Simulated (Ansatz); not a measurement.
Gas-phase electronic energies from Ansatz, PBE0-D4/def2-TZVP geometries. CCSD(T)/CBS is the MP2 limit (def2-TZVPP, def2-QZVPP) plus CCSD(T) − MP2 in def2-TZVPP, frozen cores. Functionals use def2-TZVPP. HSE06 is defined as in plane-wave codes. def2 core potentials past Kr. For In, Nb outer-core shells are correlated without core-valence functions, which leaves a few kJ/mol of doubt a bond. Each species was taken in one conformer, which may not be the lowest.

Consider the redistribution: `[NH2][Nb]([OH])(=[S])[Cl]` + `C[O][In]([F])[Cl]` → `[NH2][Nb]([OH])([F])=[S]` + `C[O][In]([Cl])[Cl]`.

```json
{"level": "B97M-V", "ΔE (kJ/mol)": "-65.2", "difference from CCSD(T)/CBS": "-7.0"}
{"level": "r2SCAN0-D4", "ΔE (kJ/mol)": "-68.3", "difference from CCSD(T)/CBS": "-10.1"}
{"level": "ωB97X-V", "ΔE (kJ/mol)": "-69.4", "difference from CCSD(T)/CBS": "-11.2"}
{"level": "ωB97M-V", "ΔE (kJ/mol)": "-68.7", "difference from CCSD(T)/CBS": "-10.5"}
{"level": "B2PLYP", "ΔE (kJ/mol)": "-59.7", "difference from CCSD(T)/CBS": "-1.5"}
{"level": "PBE-QIDH", "ΔE (kJ/mol)": "-61.5", "difference from CCSD(T)/CBS": "-3.3"}
{"level": "BLYP", "ΔE (kJ/mol)": "-62.8", "difference from CCSD(T)/CBS": "-4.6"}
{"level": "r2SCAN", "ΔE (kJ/mol)": "-66.0", "difference from CCSD(T)/CBS": "-7.8"}
{"level": "HSE06", "ΔE (kJ/mol)": "-67.0", "difference from CCSD(T)/CBS": "-8.8"}
{"level": "LC-ωPBE", "ΔE (kJ/mol)": "-71.0", "difference from CCSD(T)/CBS": "-12.8"}
{"level": "MP2/def2-SVP", "ΔE (kJ/mol)": "-52.8", "difference from CCSD(T)/CBS": "5.4"}
{"level": "CCSD/def2-SVP", "ΔE (kJ/mol)": "-67.7", "difference from CCSD(T)/CBS": "-9.5"}
{"level": "MP2/def2-TZVPP", "ΔE (kJ/mol)": "-49.6", "difference from CCSD(T)/CBS": "8.6"}
{"level": "CCSD/def2-TZVPP", "ΔE (kJ/mol)": "-65.2", "difference from CCSD(T)/CBS": "-7.0"}
{"level": "CCSD(T)/def2-TZVPP", "ΔE (kJ/mol)": "-61.0", "difference from CCSD(T)/CBS": "-2.8"}
{"level": "MP2/CBS(def2)", "ΔE (kJ/mol)": "-46.9", "difference from CCSD(T)/CBS": "11.3"}
{"level": "CCSD(T)/CBS", "ΔE (kJ/mol)": "-58.2", "difference from CCSD(T)/CBS": "0"}
```

Largest T1 diagnostic among the species: 0.023, so the coupled-cluster value is less sure than usual.

In def2-TZVPP, CCSD(T) changes the Hartree–Fock value by +15.5 kJ/mol (the triples alone add +4.3 kJ/mol) and MP2 by +26.9 kJ/mol. At CCSD(T), def2-SVP lies −6.7 kJ/mol from the extrapolated value and def2-TZVPP −2.8 kJ/mol.

CCSD(T)/CBS has its own doubt, a few kJ/mol and more with outer-core shells, so smaller differences from it don't rank the levels.
